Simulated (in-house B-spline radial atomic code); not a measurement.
Results of a calculation; reference values are marked as such.
# Softness against transferability: the 4s channel of K

K, [Ar] 4s1, non-relativistic LDA (VWN5), spherical and spin-unpolarised, from an all-electron radial atomic-structure program (B-spline basis) (atomic units). The all-electron 4s level is ε = -0.088815 hartree, its outermost node lies just inside 1.61 bohr and its outer maximum at 4.05 bohr.

Troullier-Martins pseudo-orbitals are made for several radii. The cutoffs (hartree) are the plane-wave energies beyond which the orbital holds less than the named kinetic energy per electron. The phase error is the difference, pseudo minus all-electron, of arctan(R P'/P) at R = 3.9 bohr for all radii, half a hartree below and above the level.

| r_c (bohr) | V_l(0) (hartree) | cutoff for 10 mEh | for 1 mEh | for 0.1 mEh | phase error at ε − 0.5 (mrad) | at ε + 0.5 (mrad) |
| --- | --- | --- | --- | --- | --- | --- |
| 3.04 | 0.19 | 0.461 | 1.41 | 4.38 | -2.9 | -35.4 |
| 3.52 | 0.61 | 0.541 | 1.34 | 3.81 | -2.5 | -24.4 |
| 3.6 | 0.60 | 0.541 | 1.34 | 3.81 | -2.6 | -25.0 |

Problem. What does the larger radius buy, and what does it cost?

Solution. From r_c = 3.04 to 3.6 bohr the cutoff for 1 mEh goes from 1.41 to 1.34 hartree, a factor of 1.05, against 1.40 for a pure 1/r_c² scaling, end to end; step by step it is 1.41, 1.34, 1.34, and for 0.1 mEh 4.38, 3.81, 3.81; the number of plane waves goes as the cutoff to the power 3/2, here a factor of 1.1. The larger of the two phase errors is least at r_c = 3.52 bohr, 24.4 mrad; it is 35.4 at the smallest radius and 25.0 at the largest. These errors test the reference atom alone. Large radii also let the cores of neighbours overlap, which an atom doesn't show.
